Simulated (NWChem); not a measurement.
System: InCl3; SMILES [Cl][In]([Cl])[Cl]

def2 effective core potentials on In; no spin-orbit coupling.

Problem. Give the equilibrium geometry at PBE0/def2-SVP with def2 effective core potentials on In (NWChem) as a Z-matrix, with the point group.

Solution. point group D3h; any orientation.
```
In
Cl 1 2.3209
Cl 1 2.3209 2 120.00
Cl 1 2.3209 2 120.00 3 180.00
```
